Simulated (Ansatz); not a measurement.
Ideal-gas functions of C2H4BFO, SMILES `B/C=C(/O)F` at 298.15 K and 1 bar, from an Ansatz frequency run at PBE0-D4/def2-TZVP.

Molar mass 73.86 g/mol, point group Cs (symmetry number 1), electronic degeneracy 1, moments of inertia 47.519, 122.363, 169.882 u Å². Harmonic wavenumbers (cm⁻¹, unscaled): 177, 248, 317, 404, 503, 572, 721, 810, 871, 963, 1002, 1089, 1189, 1230, 1324, 1425, 1709, 2585, 2661, 3197, 3826.

Use S(trans) = R[1.5 ln M + 2.5 ln T − 1.1517]; rotational temperatures θ = 24.2544 K / I; S(rot) = R[ln(√π/σ · √(T³/θAθBθC)) + 1.5]; for each mode x = 1.438777 ν̃/T, S = R[x/(eˣ − 1) − ln(1 − e⁻ˣ)] and H = RT x/(eˣ − 1); 1 cm⁻¹ = 0.0119627 kJ/mol; R = 8.31446 J/(mol·K).

Q: By hand: the entropy, in J/(mol·K).

A: Translation 162.5. Rotation: θ = 0.5104, 0.1982, 0.1428 K, giving 105.9. Vibration, mode by mode: 9.87, 7.30, 5.55, 3.97, 2.72, 2.09, 1.18, 0.83, 0.66, 0.45, 0.39, 0.27, 0.18, 0.15, 0.10, 0.07, 0.02, 0.00, 0.00, 0.00, 0.00, in all 35.8. Electronic 0.0. Sum 304.2 J/(mol·K).

Q: By hand: H − E and G − E in kJ/mol, counted from the electronic energy.

A: Zero-point energy ½ × 26823 × 0.0119627 = 160.4; thermal vibration 6.8; translation, rotation and pV give 4 RT = 9.9. H − E = 177.1 kJ/mol, and G − E = 177.1 − 298.15 × 304.2/1000 = 86.4 kJ/mol.

Vibration gives 12 % of the entropy. The sum counts one conformer and one mirror image; others add a mixing term.
